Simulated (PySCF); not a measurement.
CH5FInN (SMILES [CH3][In]([NH2])[F]), singlet, geometry from GFN2-xTB (such geometries of metal compounds can be far from the true shape) (all electrons, no relativity), with bond 4-3 at 2.4 times its length; CASCI(4,4)/STO-3G (PySCF).

PySCF was given this input:
```python
from pyscf import gto, scf, mcscf
import numpy

mol = gto.Mole()
mol.atom = '''
    In   -0.069834   -0.003261   -0.002550
    F     1.841668   -0.112535   -0.514758
    C    -0.509163   -1.216167    1.811084
    H    -1.685122   -3.425617    1.089056
    H    -1.147977   -0.635111    2.467911
    H     0.451390   -1.422557    2.271843
    N    -0.912960    1.423758   -1.241024
    H    -1.769038    1.102570   -1.683875
    H    -0.242685    1.595157   -1.987698
'''
mol.basis = 'sto-3g'
mol.charge = 0
mol.spin = 0
mol.verbose = 4
mol.build()

mf = scf.RHF(mol)
mf.kernel()
mc = mcscf.CASCI(mf, 4, 4)
mc.fix_spin_(ss=0.0)
mc.kernel()
occ = numpy.linalg.eigvalsh(mc.fcisolver.make_rdm1(mc.ci, mc.ncas, mc.nelecas))[::-1]
ss = mc.fcisolver.spin_square(mc.ci, mc.ncas, mc.nelecas)[0]
print('natural occupations', occ.round(4), ' <S^2>', round(ss, 4))
```

Write the output that PySCF gives for this input, abridged.


```
PySCF version 2.14.0

[INPUT] verbose = 4
[INPUT] num. atoms = 9
[INPUT] num. electrons = 76
[INPUT] charge = 0
[INPUT] spin (= nelec alpha-beta = 2S) = 0
[INPUT] symmetry False subgroup None
[INPUT] Mole.unit = angstrom
[INPUT] Symbol           X                Y                Z      unit          X                Y                Z       unit  Magmom
[INPUT]  1 In    -0.069834000000  -0.003261000000  -0.002550000000 AA   -0.131967134183  -0.006162396892  -0.004818801618 Bohr   0.0
[INPUT]  2 F      1.841668000000  -0.112535000000  -0.514758000000 AA    3.480248132375  -0.212660329428  -0.972751640429 Bohr   0.0
[INPUT]  3 C     -0.509163000000  -1.216167000000   1.811084000000 AA   -0.962178622762  -2.298222551734   3.422452748582 Bohr   0.0
[INPUT]  4 H     -1.685122000000  -3.425617000000   1.089056000000 AA   -3.184419066479  -6.473477937654   2.058017574314 Bohr   0.0
[INPUT]  5 H     -1.147977000000  -0.635111000000   2.467911000000 AA   -2.169362127300  -1.200185848699   4.663675889801 Bohr   0.0
[INPUT]  6 H      0.451390000000  -1.422557000000   2.271843000000 AA    0.853003475367  -2.688243126583   4.293161068010 Bohr   0.0
[INPUT]  7 N     -0.912960000000   1.423758000000  -1.241024000000 AA   -1.725244362683   2.690512687659  -2.345195474012 Bohr   0.0
[INPUT]  8 H     -1.769038000000   1.102570000000  -1.683875000000 AA   -3.342997323948   2.083555333162  -3.182062578002 Bohr   0.0
[INPUT]  9 H     -0.242685000000   1.595157000000  -1.987698000000 AA   -0.458608184540   3.014409855683  -3.756204838346 Bohr   0.0

nuclear repulsion = 370.65288650564
number of shells = 25
number of NR pGTOs = 141
number of NR cGTOs = 47
basis = sto-3g
ecp = {}

******** <class 'pyscf.scf.hf.RHF'> ********
method = RHF
initial guess = minao
damping factor = 0
level_shift factor = 0
DIIS = <class 'pyscf.scf.diis.CDIIS'>
diis_start_cycle = 1
diis_space = 8
diis_damp = 0
SCF conv_tol = 1e-09
SCF conv_tol_grad = None
SCF max_cycles = 50
direct_scf = True
direct_scf_tol = 1e-13
Set gradient conv threshold to 3.16228e-05
Initial guess from minao.
init E= -5858.7982107609
  HOMO = -0.382438885917878  LUMO = -0.251539321647869  gap/eV = 3.56196
cycle= 1 E= -5874.25340790687  delta_E= -15.5  |g|= 0.628  |ddm|= 3.51
  HOMO = -0.0443916940058063  LUMO = -0.0199192987601228  gap/eV = 0.66593
cycle= 2 E= -5874.15231605567  delta_E= 0.101  |g|= 0.808  |ddm|=  2.9
  HOMO = -0.146579309050089  LUMO = 0.0205843806882133  gap/eV = 4.54876
cycle= 3 E= -5874.58038818717  delta_E= -0.428  |g|= 0.231  |ddm|= 1.82
  HOMO = -0.172521173445006  LUMO = 0.0723360220350022  gap/eV = 6.66290
cycle= 4 E= -5874.6003971265  delta_E= -0.02  |g|= 0.165  |ddm|= 0.601
  HOMO = -0.179662756200972  LUMO = 0.0980078863666662  gap/eV = 7.55580
cycle= 5 E= -5874.61766624352  delta_E= -0.0173  |g|= 0.0499  |ddm|= 0.347
  HOMO = -0.189809173805519  LUMO = 0.0983424428009581  gap/eV = 7.84100
cycle= 6 E= -5874.62057631886  delta_E= -0.00291  |g|= 0.0196  |ddm|= 0.166
  HOMO = -0.185844884581968  LUMO = 0.0989867058517014  gap/eV = 7.75066
cycle= 7 E= -5874.62123329202  delta_E= -0.000657  |g|= 0.00917  |ddm|= 0.0826
  HOMO = -0.184276802954141  LUMO = 0.101431455559503  gap/eV = 7.77452
cycle= 8 E= -5874.62139081929  delta_E= -0.000158  |g|= 0.00412  |ddm|= 0.0433
  HOMO = -0.186284338769273  LUMO = 0.100852169500705  gap/eV = 7.81338
cycle= 9 E= -5874.62141849415  delta_E= -2.77e-05  |g|= 0.00104  |ddm|= 0.0199
  HOMO = -0.186428922921703  LUMO = 0.100519731147343  gap/eV = 7.80827
cycle= 10 E= -5874.62142065089  delta_E= -2.16e-06  |g|= 0.000256  |ddm|= 0.00572
  HOMO = -0.18648997401699  LUMO = 0.10062363002404  gap/eV = 7.81276
cycle= 11 E= -5874.62142078228  delta_E= -1.31e-07  |g|= 6.87e-05  |ddm|= 0.00152
  HOMO = -0.186492721666766  LUMO = 0.100593606411513  gap/eV = 7.81202
cycle= 12 E= -5874.62142078851  delta_E= -6.22e-09  |g|= 1.57e-05  |ddm|= 0.000327
  HOMO = -0.186489910778202  LUMO = 0.100598355746972  gap/eV = 7.81207
cycle= 13 E= -5874.62142078887  delta_E= -3.59e-10  |g|= 5.88e-06  |ddm|= 6.11e-05
  HOMO = -0.186489484634323  LUMO = 0.100598497453246  gap/eV = 7.81206
Extra cycle  E= -5874.62142078886  delta_E= 5.46e-12  |g|= 3.6e-06  |ddm|= 1.58e-05
converged SCF energy = -5874.62142078886

******** <class 'pyscf.mcscf.casci.CASCI'> ********
CAS (2e+2e, 4o), ncore = 36, nvir = 7
natorb = False
canonicalization = True
sorting_mo_energy = False
******** <class 'pyscf.fci.addons.SpinPenaltyFCISolver'> ********
max. cycles = 200
conv_tol = 1e-08
davidson only = True
linear dependence = 1e-12
level shift = 0.001
max iter space = 12
nroots = 1
pspace_size = 400
spin = None
Density matrix diagonal elements [1.99691695 1.32431021 0.6589529  0.01981994]
CASCI converged
CASCI E = -5874.77869356967  E(CI) = -2.56702974188556  S^2 = 0.0000000
natural occupations [1.9978 1.3264 0.6736 0.0022]  <S^2> 0.0
```
